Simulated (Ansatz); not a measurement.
Program: Ansatz.

input.yaml

```yaml
crystal:
  periodic: [false, false, false]
  atoms:
    - { symbol: Si, position_ang: [-0.97252, -0.675288, -0.717525] }
    - { symbol: Cl, position_ang: [-0.18131, -0.854069, -2.635697] }
    - { symbol: "N", position_ang: [0.171882, -0.386816, 0.519136] }
    - { symbol: C, position_ang: [0.841851, 0.866046, 0.724631] }
    - { symbol: H, position_ang: [0.644425, -1.200814, 0.92616] }
    - { symbol: H, position_ang: [-1.653262, -1.973743, -0.401111] }
    - { symbol: H, position_ang: [-1.89842, 0.505861, -0.767048] }
    - { symbol: H, position_ang: [0.207897, 1.695028, 0.337752] }
    - { symbol: H, position_ang: [1.010385, 1.074131, 1.805936] }
    - { symbol: H, position_ang: [1.828972, 0.949565, 0.207764] }
magnetization:
  spin_polarized: true
basis:
  gaussian: { orbitals: def2-SVP }
hamiltonian:
  xc: lda
neb:
  order_check: false
  images: 7
  f_tol: 0.05
  max_iterations: 8
  final_atoms:
    - { symbol: Si, position_ang: [-1.00296628, -0.60972005, -0.73079898] }
    - { symbol: Cl, position_ang: [-0.32034908, -0.57114556, -2.69822469] }
    - { symbol: "N", position_ang: [-0.2738484, 0.52518947, 0.31839956] }
    - { symbol: C, position_ang: [1.06390407, 0.40779386, 0.82619729] }
    - { symbol: H, position_ang: [-0.65731624, 1.47633948, 0.32827899] }
    - { symbol: H, position_ang: [-0.67697991, -1.97953401, -0.20997811] }
    - { symbol: H, position_ang: [-2.47098876, -0.30660283, -0.77583943] }
    - { symbol: H, position_ang: [1.34744698, -0.66722884, 0.88394692] }
    - { symbol: H, position_ang: [1.83941022, 0.9103213, 0.19847378] }
    - { symbol: H, position_ang: [7.15158741, 6.81448818, 7.85954268] }
  initial_path: idpp
```

Run as:

```bash
$ ansatz run input.yaml --threads 2 --pin off --max-ram 3072MiB --backend cpu --events-out ev --progress --plain --runs-dir out
```

What happens when this is run, and what is wrong with the input?

One atom of the last end point was typed 6 Å (or 6 cell lengths) along each axis away from where it belongs. The program accepted the input, but its numbers aren't properties of this system. The run ended unconverged.

```
NEB end point (image 0): max|allowed force component| = 1.005e-2 eV/Å (the criterion of neb.relax_end_points is 1.000e-2)
WARN: NEB end point (image 8): max|allowed force component| = 2.327e0 eV/Å (the criterion of neb.relax_end_points is 1.000e-2). That is over neb.f_tol: it is no minimum, so the barrier can be far off. Relax it first
NEB iter   1: max|band force component| = 2.780e0 eV/Å  barrier→ = 5.2124 eV  barrier← = 0.1798 eV  Δτ_max = 0.2000 Å  (919 SCF iters)
NEB iter   2: max|band force component| = 1.433e0 eV/Å  barrier→ = 5.0327 eV  barrier← = 0.0000 eV  Δτ_max = 0.2000 Å  (221 SCF iters)
NEB iter   3: max|band force component| = 6.884e-1 eV/Å  barrier→ = 5.0327 eV  barrier← = 0.0000 eV  Δτ_max = 0.1977 Å  (220 SCF iters)
NEB iter   4: max|band force component| = 2.592e-1 eV/Å  barrier→ = 4.7137 eV  barrier← = -0.3190 eV  CI = image 4  Δτ_max = 0.1983 Å  (218 SCF iters)
NEB iter   5: max|band force component| = 4.115e-1 eV/Å  barrier→ = 4.7078 eV  barrier← = -0.3249 eV  CI = image 4  Δτ_max = 0.0999 Å  (219 SCF iters)
NEB iter   6: max|band force component| = 1.123e0 eV/Å  barrier→ = 4.7111 eV  barrier← = -0.3216 eV  CI = image 7  Δτ_max = 0.0502 Å  (224 SCF iters)
NEB iter   7: max|band force component| = 8.064e-1 eV/Å  barrier→ = 4.7060 eV  barrier← = -0.3267 eV  CI = image 4  Δτ_max = 0.1000 Å  (221 SCF iters)
NEB iter   8: max|band force component| = 2.128e-1 eV/Å  barrier→ = 4.7056 eV  barrier← = -0.3271 eV  CI = image 4  Δτ_max = 0.1998 Å  (217 SCF iters)
Error: NEB band did not converge after 8 iterations: max|band force component| = 2.13e-1 eV/Å (threshold 5.0e-2); raise `neb.max_iterations` in a new run, which can start from the last band evaluated (`neb.initial_path`, with `crystal.atoms` and `neb.final_atoms` set to its first and last images), …
```
